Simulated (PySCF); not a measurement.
C3H3BN2O2.
Cartesian coordinates in Å at the PBE0-D3(BJ)/def2-SVP level; atoms count from 1:
```xyz
11
C3H3BN2O2 angstrom
N      2.1369   -0.0181    2.2676
C      1.7483    0.0244    1.1798
C      1.2463    0.0819   -0.1961
O      0.1425   -0.7649   -0.3717
B     -1.1509   -0.3501   -0.3360
O     -2.1571   -1.2291   -0.4325
C     -1.4831    1.1685   -0.2076
N     -1.6606    2.3093   -0.1128
H      1.0059    1.1325   -0.4353
H      2.0490   -0.2454   -0.8748
H     -1.8490   -2.1412   -0.4981
```

Jobs on this species (11 atoms, 56 electrons) with PySCF (density fitting). Hardware of each: Arm Neoverse V1, one thread (shared host). Other jobs ran on the host; a repeat could differ by tens of per cent or more. Peak memory is the resident size of the whole Python process, interpreter and libraries included.

| level and settings | work | basis functions | SCF cycles | wall time | peak memory |
| --- | --- | --- | --- | --- | --- |
| PBE0-D3(BJ)/def2-SVP, grid level 1 | geometry optimisation from a GFN2-xTB start shaken at random | 127 | ? | ? | ? |
| delta-SCF UKS PBE0, pcX-2 on the ionised atom, pcseg-1 elsewhere, spin-free X2C | ΔSCF core ionisation, 8 holes | 158 | ? | ? | ? |
| delta-SCF UKS SCAN, def2-TZVP on the ionised atom, pcseg-1 elsewhere, spin-free X2C | ΔSCF core ionisation, 8 holes | 144 | 171 | 53 s | 0.61 GiB |
| delta-SCF UKS SCAN, pcX-2 on the ionised atom, pcseg-1 elsewhere, spin-free X2C | ΔSCF core ionisation, 8 holes | 158 | 170 | 55 s | 0.54 GiB |
| delta-SCF UKS PBE, pcX-2 on the ionised atom, pcseg-1 elsewhere, spin-free X2C | ΔSCF core ionisation, 8 holes | 158 | 163 | 34 s | 0.61 GiB |
| delta-SCF UKS SCAN, pcX-2 on the ionised atom, pcseg-1 elsewhere, non-relativistic | ΔSCF core ionisation, 8 holes | 158 | 170 | 55 s | 0.61 GiB |
| delta-SCF UKS B3LYP, pcX-2 on the ionised atom, pcseg-1 elsewhere, spin-free X2C | ΔSCF core ionisation, 8 holes | 158 | 151 | 72 s | 0.63 GiB |
| delta-SCF UKS SCAN, pcX-1 on the ionised atom, pcseg-1 elsewhere, spin-free X2C | ΔSCF core ionisation, 8 holes | 137 | 165 | 46 s | 0.61 GiB |
| delta-SCF UKS HF, pcX-2 on the ionised atom, pcseg-1 elsewhere, spin-free X2C | ΔSCF core ionisation, 8 holes | 158 | 173 | 53 s | 0.61 GiB |

Task: Fill in the missing figures.

Result: 
- PBE0-D3(BJ)/def2-SVP, grid level 1; geometry optimisation from a GFN2-xTB start shaken at random: 86 s, 0.52 GiB, 106 SCF cycles
- delta-SCF UKS PBE0, pcX-2 on the ionised atom, pcseg-1 elsewhere, spin-free X2C; ΔSCF core ionisation, 8 holes: 69 s, 0.61 GiB, 147 SCF cycles

Task: What do all jobs in the table cost together?

Result: About 8.7 min; the longest takes about 16 % of that, and about 2.5 times as long as the shortest.
